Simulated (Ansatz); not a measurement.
H2Te2 (Te2H2), relaxed as a singlet with RKS r2SCAN-D4/def2-TZVP in Ansatz, starting from the GFN2-xTB geometry. Force threshold 0.02 eV/Å.

In the def2 sets Te takes a core potential; there is no spin–orbit coupling.

Start:

| atom | x (Å) | y (Å) | z (Å) |
| --- | --- | --- | --- |
| Te1 | 1.427 | 0.256 | -0.146 |
| Te2 | -1.077 | -0.360 | -0.904 |
| H3 | 0.963 | 1.561 | 0.746 |
| H4 | -1.313 | -1.457 | 0.304 |

| step | energy (eV) | largest force component (eV/Å) | SCF passes |
| --- | --- | --- | --- |
| 1 | -14625.4001 | 0.246 | 18 |
| 2 (rejected) | -14625.3704 | 0.582 | 21 |
| 3 | -14625.4093 | 0.051 | 20 |
| 4 | -14625.4103 | 0.033 | 20 |
| 5 | -14625.4105 | 0.003 | 20 |

Force components are those of the run's own axes.

End:

Cartesian coordinates in Å:
```
Te 1.436 0.283 -0.176
Te -1.071 -0.395 -0.932
H 0.980 1.565 0.784
H -1.345 -1.453 0.325
```

By distances, no bond broke or formed. The bond that changes most is Te1–H3, from 1.65 to 1.67 Å (atoms count from 1).

No frequencies were taken in this run, so the end may be a saddle point.

It took 16 s on 4 threads of Intel Xeon on a shared host.
